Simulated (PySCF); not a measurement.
H4B, charge -1, singlet, at a GFN2-xTB geometry (in this run its highest filled SCF level lies above zero, so its values depend strongly on the basis, on diffuse functions most of all). Base run: PBE/6-31G* run with PySCF.

Geometry (Å):
```xyz
5

B      0.0000     0.0000     0.0000
H     -0.7894    -0.8233    -0.4570
H      0.1623    -0.2103     1.1997
H     -0.4503     1.1320    -0.1602
H      1.0774    -0.0984    -0.5825
```
Charge -1, spin multiplicity 1.
All else is at PySCF's defaults.

The base run was repeated with changes; each row names its change, and settings that it needs were set with it.

```
change                                    E (Eh)  HOMO (eV)  HOMO-LUMO gap (eV)
-------------------------------------  ---------  ---------  ------------------
base                                   -27.17298       0.31               10.37
functional = x3lyp                     -27.21911      -0.92               12.43
functional = pw91,pw91                 -27.20764       0.27               10.39
functional = pbe; dispersion = d3zero  -27.17316       0.31               10.37
functional = lc_wpbe                   -27.22306      -4.11               18.03
functional = b3lyp5                    -27.21110      -0.78               12.28
functional = r2scan                    -27.20891      -0.11               11.20
functional = b3lyp; dispersion = d3bj  -27.24845      -0.87               12.28
functional = m06                       -27.21123      -1.15               12.69
functional = wb97x                     -27.22677      -3.70               17.45
functional = camb3lyp                  -27.21184      -2.56               15.35
functional = blyp                      -27.19891       0.47               10.39
functional = b97-1                     -27.22423      -0.89               12.41
```

Total energies compare only within one method and basis.
